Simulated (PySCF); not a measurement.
C2O2Ru, neutral, multiplicity 3. Atoms are numbered in the order given.

```xyz
5

Ru     0.0000     0.0000     0.6519
O      0.0000    -2.2019    -1.3962
C      0.0000    -1.4443    -0.5285
O      0.0000     2.2019    -1.3962
C      0.0000     1.4443    -0.5285
```
Charge 0, spin multiplicity 3.

Coordinates come from a PBE0-D3(BJ)/def2-SVP optimisation. The multiplicity is an assumed one; other spin states were not compared. The def2 effective core potentials stand for the cores of Ru; spin–orbit coupling is left out.

Level of theory: PBE/def2-TZVPD run with PySCF.

Mulliken values depend strongly on the basis, most of all with diffuse functions as here. ESP charges are fitted to the potential on shells at 1.4 to 2.0 van der Waals radii. Atomic charges (e):

| atom | Mulliken | ESP fit | Mulliken spin |
|---|---|---|---|
| Ru1 | 0.09 | 0.37 | 2.03 |
| O2 | -0.21 | -0.13 | 0.03 |
| C3 | 0.16 | -0.06 | -0.04 |
| O4 | -0.21 | -0.13 | 0.03 |
| C5 | 0.16 | -0.06 | -0.04 |
